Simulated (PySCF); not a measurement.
Parent: `[S:1]=[CH:2][c:3]1[n:4][cH:5][cH:6][cH:7][n:8]1` with S1–C2–C3–N4 180°, C5H4N2S.

Theory: PBE0-D3(BJ)/def2-SVP geometry optimisation, gas phase in PySCF 2.14.0. One conformer each, not checked by frequencies here.

```
coordinate of the parent    value
                   S1=C2  1.614 Å
                   C2–C3  1.478 Å
                   C3–N4  1.339 Å
                   N4–C5  1.328 Å
                   C5–C6  1.392 Å
                   C6–C7  1.396 Å
                   C7–N8  1.324 Å
                   C3–N8  1.335 Å
                S1–C2–C3   126.4°
                C2–C3–N4   114.8°
                C2–C3–N8   119.5°
                N4–C3–N8   125.8°
                C3–N4–C5   116.9°
                N4–C5–C6   122.0°
                C5–C6–C7   116.2°
                C6–C7–N8   122.3°
                C3–N8–C7   116.8°
```

Q: How does the shared frame change in `[CH3:1][S:2][c:3]1[cH:4][n:5][c:6]([CH:7]=[S:8])[n:9][cH:10]1` with C1–S2–C3–C4 180°, N5–C6–C7–S8 180°, C6H6N2S2? Atoms pair as S1 = S8, C2 = C7, C3 = C6, N4 = N5, C5 = C4, C6 = C3, C7 = C10, N8 = N9 (parent first).

A: 
```
  parent   relative  value in the relative  change
   S1=C2      S8=C7                1.617 Å  +0.003
   C2–C3      C7–C6                1.470 Å  -0.008
   C3–N4      C6–N5                1.342 Å  +0.003
   N4–C5      N5–C4                1.319 Å  -0.009
   C5–C6      C4–C3                1.407 Å  +0.015
   C6–C7     C3–C10                1.406 Å  +0.010
   C7–N8     C10–N9                1.320 Å  -0.004
   C3–N8      C6–N9                1.334 Å  -0.001
S1–C2–C3   S8–C7–C6                 126.7°    +0.3
C2–C3–N4   C7–C6–N5                 115.2°    +0.4
C2–C3–N8   C7–C6–N9                 120.0°    +0.5
N4–C3–N8   N5–C6–N9                 124.8°    -1.0
C3–N4–C5   C6–N5–C4                 117.6°    +0.7
N4–C5–C6   N5–C4–C3                 122.4°    +0.4
C5–C6–C7  C4–C3–C10                 115.2°    -1.0
C6–C7–N8  C3–C10–N9                 122.3°     0.0
C3–N8–C7  C6–N9–C10                 117.8°    +1.0
```

Of the parent's bonds, C5–C6 changes most (+0.015 Å). Bonds of the relative outside the shared frame: C1–S2 1.800, S2–C3 1.744 Å. Point group Cs → Cs.

Q: How does the shared frame change in `[CH:1]#[C:2][c:3]1[cH:4][n:5][c:6]([CH:7]=[S:8])[n:9][cH:10]1` with N5–C6–C7–S8 180°, C7H4N2S? Atoms pair as S1 = S8, C2 = C7, C3 = C6, N4 = N5, C5 = C4, C6 = C3, C7 = C10, N8 = N9 (parent first).

A: 
```tsv
parent	relative	value in the relative	change
S1=C2	S8=C7	1.615 Å	+0.001
C2–C3	C7–C6	1.474 Å	-0.004
C3–N4	C6–N5	1.340 Å	+0.001
N4–C5	N5–C4	1.322 Å	-0.006
C5–C6	C4–C3	1.405 Å	+0.013
C6–C7	C3–C10	1.409 Å	+0.013
C7–N8	C10–N9	1.318 Å	-0.006
C3–N8	C6–N9	1.336 Å	+0.001
S1–C2–C3	S8–C7–C6	126.3°	-0.1
C2–C3–N4	C7–C6–N5	115.0°	+0.2
C2–C3–N8	C7–C6–N9	119.6°	+0.1
N4–C3–N8	N5–C6–N9	125.4°	-0.4
C3–N4–C5	C6–N5–C4	117.4°	+0.5
N4–C5–C6	N5–C4–C3	122.2°	+0.2
C5–C6–C7	C4–C3–C10	115.4°	-0.8
C6–C7–N8	C3–C10–N9	122.4°	+0.1
C3–N8–C7	C6–N9–C10	117.3°	+0.5
```

Of the parent's bonds, C5–C6 and C6–C7 change most and about equally (+0.013 Å). Bonds of the relative outside the shared frame: C1≡C2 1.213, C2–C3 1.421 Å. Point group Cs → Cs.
